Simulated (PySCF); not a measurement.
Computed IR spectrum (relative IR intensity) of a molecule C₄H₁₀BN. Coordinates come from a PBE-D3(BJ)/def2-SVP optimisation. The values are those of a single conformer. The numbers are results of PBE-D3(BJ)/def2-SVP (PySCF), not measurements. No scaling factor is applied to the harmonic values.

```
ν (cm⁻¹)  relative intensity
--------  ------------------
412                      3.8
517                      2.5
592                       15
664                       19
685                      9.5
857                       24
929                       26
982                       18
1019                     7.1
1039                      19
1069                     6.8
1148                      33
1274                      38
1305                      41
1382                     5.5
1389                      14
1404                      22
1416                      15
1426                     4.7
1508                     100
1634                      11
2939                      61
2956                     7.7
3002                      27
3032                      13
3036                      14
3048                      31
3081                     4.4
3133                      16
3495                     7.5
```

**Question.** Which structure fits?
A. C=CB(N)CC
B. C=CB(C)NC
C. CB1CCCN1
D. CB(N)C1CC1

**Answer.** B, C=CB(C)NC
